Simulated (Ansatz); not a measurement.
Compare A (`BC(C)O[SiH3]`) with its isomer B (`BC(O)[SiH2]C`).

Program: Ansatz. Geometries: PBE0-D4/def2-TZVP. ΔE: electronic, gas phase. CCSD(T)/CBS adds triple-zeta CCSD(T) − MP2 to the extrapolated MP2 energy (def2 sets, frozen cores). DFT in def2-TZVPP. B3LYP here is the variant with VWN-RPA as its local correlation; programs differ in this. One conformer a species, not always the lowest.

A:

Z-matrix (Å, degrees):
```
C
C 1 1.528
O 1 1.423 2 111.2
B 1 1.556 2 113.4 3 -128.2
H 1 1.111 2 106.9 3 118.9
H 2 1.093 1 111.0 3 -58.2
H 2 1.092 1 110.6 3 61.4
H 2 1.092 1 110.7 3 -178.3
Si 3 1.641 1 124.4 2 73.5
H 4 1.194 1 121.8 2 130.4
H 4 1.197 1 117.9 2 -51.6
H 9 1.492 3 109.9 1 44.6
H 9 1.490 3 112.7 1 -75.6
H 9 1.481 3 106.7 1 164.5
```

B:

```xyz
14

B    -1.383   -0.716    0.891
C    -1.042    0.695    0.453
O    -1.626    1.150   -0.754
Si    0.873    0.499    0.200
C     1.329   -0.951   -0.882
H    -1.896   -1.498    0.148
H    -1.017   -1.067    1.978
H    -1.099    1.434    1.267
H    -1.214    1.981   -1.005
H     1.242    1.775   -0.481
H     1.567    0.446    1.514
H     0.734   -0.938   -1.798
H     1.148   -1.900   -0.372
H     2.385   -0.910   -1.159
```

Q: Which is lower in electronic energy at CCSD(T)/CBS, and by how much? (Estimate.)

A: Computed: A, by 10.6 kcal/mol.

Q: Give E(B) − E(A) in kcal/mol with ωB97M-V, PBE-D4, B3LYP-D4, CCSD/def2-TZVPP, B3LYP, CCSD(T)/def2-TZVPP, r2SCAN-D4. (An estimate is asked.)

A: Ansatz gave: ωB97M-V 9.3, PBE-D4 4.8, B3LYP-D4 10.6, CCSD/def2-TZVPP 12.1, B3LYP 11.0, CCSD(T)/def2-TZVPP 10.9, r2SCAN-D4 7.8. None reverses the order clearly.

Largest T1 diagnostic: 0.012.

From PBE to PBE0 (25 % exact exchange), in def2-TZVPP and without D4, E(B) − E(A) moves by +2.2 kcal/mol. In def2-TZVPP, CCSD(T) changes the Hartree–Fock value by −8.1 kcal/mol (the triples alone add −1.2 kcal/mol) and MP2 by −8.2 kcal/mol.
